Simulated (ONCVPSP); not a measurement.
## copper, ONCV: configuration errors across variants

ONCVPSP 4.0.1 input, shortened (lines: element, Z, core and valence counts, functional; n l f; lmax; l rc ep ncon nbas qcut; lloc lpopt rc5 dvloc0; l nproj debl; icmod fcfact rcfact), PBEsol, scalar-relativistic:

```
  Cu 29.00    3    3  -116133      upf
    1    0    2.00
    2    0    2.00
    2    1    6.00
    3    0    2.00
    3    1    6.00
    3    2    8.00
    2
    0    0.85    0.00    3    6   11.00
    1    1.00    0.00    4    7   12.00
    2    0.75    0.00    4    8   12.80
    4    5    0.75    0.00
    0    2    0.80
    1    2    3.10
    2    2    2.20
    2    0.55    0.85
```

In the s channel the program set the typed energies aside and used -5.892, 0.250 Ha. In the p channel the program set the typed energies aside and used -4.322, 0.250 Ha.

All-electron excitation energies from the reference (eV): (1) 3s2 3p6 3d10 4s1 -68.412; (2) 3s2 3p6 3d10 -60.306; (3) 3s2 3p6 3d9 -38.993; (4) 3s2 3p6 3d9 4s1 4p1 -61.547.

1 further variants failed, have other tests or another functional or relativity, and are left out.

Errors AE − PS in meV (a dash: test not solved or not reliable):

| change | (1) | (2) | (3) | (4) | bound ghosts | GHOST(+) flags above zero |
| --- | --- | --- | --- | --- | --- | --- |
| base | +4.5 | +8.7 | +5.4 | +4.1 | none | none |
| p: qcut 8.9 | +4.0 | +7.9 | +5.1 | +3.9 | none | none |
| s: nbas 8 | +4.5 | +8.7 | +5.5 | +4.1 | none | s |
| p: nproj 3 | +4.5 | +8.7 | +5.4 | +4.1 | none | none |
| core correction Teter function fitted to the true core (icmod 2), fcfact 0.28 | +4.5 | +8.7 | +5.4 | +4.1 | none | none |
| core correction polynomial model core, fcfact 0.45 | +4.5 | +8.7 | +5.4 | +4.1 | none | none |

Question: Give the same row for: s: qcut 12; p: qcut 13.1; d: qcut 14.

Answer: +4.2, +8.0, +5.0, +4.1; bound ghosts: none; GHOST(+) flags above zero: none.
